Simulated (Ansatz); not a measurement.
Cost and result up the ladder for GeMe4 (C₄H₁₂Ge) (17 atoms). Total charge 0; singlet. Geometry: PBE-D4/def2-SVP.

```
atom    x (Å)    y (Å)    z (Å)
 Ge1   0.0000   0.0000   0.0000
  C2  -0.9254  -0.6602   1.6127
  H3  -1.9815  -0.9080   1.3847
  H4  -0.9145   0.1071   2.4126
  H5  -0.4316  -1.5732   2.0017
  C6   1.8717   0.4356   0.4477
  H7   2.4125   0.8060  -0.4462
  H8   2.4026  -0.4604   0.8273
  H9   1.9151   1.2209   1.2289
 C10  -0.9112   1.6189  -0.6649
 H11  -0.4046   2.0100  -1.5699
 H12  -0.9070   2.4155   0.1060
 H13  -1.9649   1.3958  -0.9268
 C14  -0.0350  -1.3944  -1.3956
 H15  -1.0788  -1.6572  -1.6606
 H16   0.4752  -2.3136  -1.0442
 H17   0.4775  -1.0430  -2.3136
```

Ansatz; hardware A = 2 threads of AMD EPYC 7R13 on a shared host; B = 2 threads of AMD EPYC 7R13 on a shared host and a share (18 GiB) of an NVIDIA H100 80GB HBM3. Times are rough, and most runs start from the orbitals of an earlier one. CAM-B3LYP-D4/def2-TZVP serves as the yardstick here, not as an exact answer. Differences are given only for rows in sets of like size (and for xTB, whose basis is part of the method), since another set adds its own error. Binding counts from free atoms at the same level (Ge triplet, C triplet, H doublet; other spins of the atoms weren't run), without zero-point energy or a counterpoise term.

Correlated methods freeze 13 core orbitals; core or outer-core shells of Ge are correlated, in sets that lack core-valence functions. The rows differ in basis, and correlated rows in double-zeta sets carry the largest basis error.

Correlated methods converge slowly with the basis, most of all in double-zeta sets.

| level | functions | wall time | binding energy per atom (eV) | difference from CAM-B3LYP-D4/def2-TZVP (eV) |
| --- | --- | --- | --- | --- |
| PBE-D4/def2-SVP [A] | 148 | 2.2 s | 3.88 | – |
| LDA (SPW92)/def2-TZVP [A] | 244 | 2.5 s | 4.29 | 0.45 |
| PBE0-D4/def2-SVP [A] | 148 | 3.1 s | 3.86 | – |
| PBE-D4/def2-TZVP [A] | 244 | 4.3 s | 3.86 | 0.03 |
| MP2/def2-TZVP [A] | 244 | 6.5 s | 3.72 | -0.11 |
| PBE0-D4/def2-TZVP [A] | 244 | 7 s | 3.83 | 0.00 |
| CCSD(T)/def2-SVP [B] | 148 | 7.5 s | 3.67 | – |
| r2SCAN-D4/def2-TZVP [A] | 244 | 7.5 s | 3.83 | 0.00 |
| CAM-B3LYP-D4/def2-TZVP (with forces) [A] | 244 | 12 s | 3.84 | 0.00 |
| B97M-V/def2-TZVP [A] | 244 | 16 s | 3.83 | -0.01 |
